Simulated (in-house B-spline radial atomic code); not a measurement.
Checks on a self-consistent run for Tb VI (Tb5+), [Kr] 4d10 4f7 5s2 5p4 8s1. Level of theory: Dirac-Hartree-Fock, average of configuration, Fermi nucleus of rms radius 5.06 fm; calculated with an all-electron radial atomic-structure program (B-spline basis).

```json
{"orbital": "1s1/2", "q": "2", "ε (Eh)": "-1925.30072", "<1/r>": "73.0906", "<r²>": "0.000631474", "small-component weight": "0.058777"}
{"orbital": "2s1/2", "q": "2", "ε (Eh)": "-326.19319", "<1/r>": "17.4923", "<r²>": "0.00981508", "small-component weight": "0.013046"}
{"orbital": "2p1/2", "q": "2", "ε (Eh)": "-309.36723", "<1/r>": "17.4264", "<r²>": "0.00714217", "small-component weight": "0.013051"}
{"orbital": "2p3/2", "q": "4", "ε (Eh)": "-281.86028", "<1/r>": "15.3433", "<r²>": "0.00836664", "small-component weight": "0.012078"}
{"orbital": "3s1/2", "q": "2", "ε (Eh)": "-76.74408", "<1/r>": "6.40071", "<r²>": "0.0649492", "small-component weight": "0.0041727"}
{"orbital": "3p1/2", "q": "2", "ε (Eh)": "-69.42512", "<1/r>": "6.30268", "<r²>": "0.0605899", "small-component weight": "0.0040991"}
{"orbital": "3p3/2", "q": "4", "ε (Eh)": "-63.63652", "<1/r>": "5.77816", "<r²>": "0.0674679", "small-component weight": "0.0038328"}
{"orbital": "3d3/2", "q": "4", "ε (Eh)": "-51.20580", "<1/r>": "5.64151", "<r²>": "0.0537939", "small-component weight": "0.003691"}
{"orbital": "3d5/2", "q": "6", "ε (Eh)": "-49.95922", "<1/r>": "5.51127", "<r²>": "0.0557155", "small-component weight": "0.0036133"}
{"orbital": "4s1/2", "q": "2", "ε (Eh)": "-18.60317", "<1/r>": "2.65665", "<r²>": "0.328739", "small-component weight": "0.0013069"}
{"orbital": "4p1/2", "q": "2", "ε (Eh)": "-15.65721", "<1/r>": "2.5456", "<r²>": "0.346639", "small-component weight": "0.0012266"}
{"orbital": "4p3/2", "q": "4", "ε (Eh)": "-14.34724", "<1/r>": "2.37786", "<r²>": "0.382167", "small-component weight": "0.0011411"}
{"orbital": "4d3/2", "q": "4", "ε (Eh)": "-9.45097", "<1/r>": "2.16127", "<r²>": "0.433704", "small-component weight": "0.00097386"}
{"orbital": "4d5/2", "q": "6", "ε (Eh)": "-9.20922", "<1/r>": "2.11761", "<r²>": "0.447957", "small-component weight": "0.00094804"}
{"orbital": "4f5/2", "q": "3", "ε (Eh)": "-3.55318", "<1/r>": "1.6841", "<r²>": "0.674398", "small-component weight": "0.00063035"}
{"orbital": "4f7/2", "q": "4", "ε (Eh)": "-3.52004", "<1/r>": "1.66839", "<r²>": "0.68672", "small-component weight": "0.00062114"}
{"orbital": "5s1/2", "q": "2", "ε (Eh)": "-4.75167", "<1/r>": "1.05936", "<r²>": "1.75074", "small-component weight": "0.0003016"}
{"orbital": "5p1/2", "q": "1.3333", "ε (Eh)": "-3.84952", "<1/r>": "0.971845", "<r²>": "2.05272", "small-component weight": "0.00026219"}
{"orbital": "5p3/2", "q": "2.6667", "ε (Eh)": "-3.62993", "<1/r>": "0.91838", "<r²>": "2.24821", "small-component weight": "0.00024179"}
{"orbital": "8s1/2", "q": "1", "ε (Eh)": "-0.64993", "<1/r>": "0.192585", "<r²>": "54.1574", "small-component weight": "2.4718e-05"}
```

Electron-electron repulsion V_ee = 4135.0824 hartree.

Task: What total energy follows from the eigenvalues?

Result: The eigenvalues count the repulsion twice, so E = Σqε - V_ee = -7569.301 - 4135.082 = -11704.383 hartree; the run printed -11704.383.

Task: Does the Dirac virial theorem hold?

Result: For a point nucleus E = -2c²Σq·w, with w the small-component weight. Here Σq·w = 0.31159 and c = 137.0360, so the ratio E/(-2c²Σq·w) is 1.000138; the finite nucleus accounts for the departure from 1.

Task: What diamagnetic shielding (Lamb formula) and susceptibility (Langevin formula) do the radii give?

Result: σ = (α²/3)Σq<1/r> = 440.593/(3·137.036²) = 7820.7 ppm, and χ = -0.79199×10⁻⁶·Σq<r²> = -63.04×10⁻⁶ cm³/mol with Σq<r²> = 79.602 bohr². Both are non-relativistic formulas without the paramagnetism of open shells; for so heavy an element the full relativistic shielding is larger by tens of per cent.
